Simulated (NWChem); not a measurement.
# Atomisation of C₄H₄Si

```
Si
H 1 1.4897
H 1 1.4897 2 109.63
C 1 1.8336 2 109.26 3 -119.71
C 4 1.2165 2 148.54 1 -179.06
H 5 1.0760 2 158.21 1 -179.53
C 1 1.8336 2 109.26 3 119.71
C 7 1.2165 2 148.54 1 179.06
H 8 1.0760 2 158.21 1 179.53
```
Charge 0, spin multiplicity 1.

All runs are NWChem calculations. Structure: optimised with PBE0/def2-SVP, a minimum by its harmonic frequencies. It is one conformer; others weren't searched.

Basis set: def2-TZVP. The atomisation energy is electronic alone: no zero-point, thermal, spin-orbit or counterpoise terms. No value is extrapolated to the basis-set limit. Free atoms are single determinants with multiplicities Si 3, C 3, H 2. Correlated methods freeze the same cores in atoms and molecule, 9 orbitals in all.

Costs are rough ratios of processor time within this set of runs, SCF included, with HF as 1. Costs are the molecule's.

B3LYP has NWChem's definition, with VWN1-RPA local correlation. GW and range-separated runs recompute their integrals, the others keep them in memory, which bears on the times. The structure started from a generated list of species. The stability of the SCF solutions was not checked. Open-shell Hartree-Fock references start from PBE0 orbitals; any time given for them includes that run.

| method | atomisation energy (kcal/mol) | relative cost |
|---|---|---|
| CAM-B3LYP | [?] | 20 |
| BP86 | 942.8 | under 3 |
| HF | [?] | 1 |
| B3LYP | [?] | under 3 |
| PBE | 940.0 | under 3 |
| PBE0 | 919.3 | under 3 |
| M06-2X | 920.7 | under 3 |
| MP2 | [?] | 3 |

Fill in the missing entries.


- CAM-B3LYP, atomisation energy (kcal/mol): 915.7
- HF, atomisation energy (kcal/mol): 672.7
- B3LYP, atomisation energy (kcal/mol): 912.3
- MP2, atomisation energy (kcal/mol): 915.5
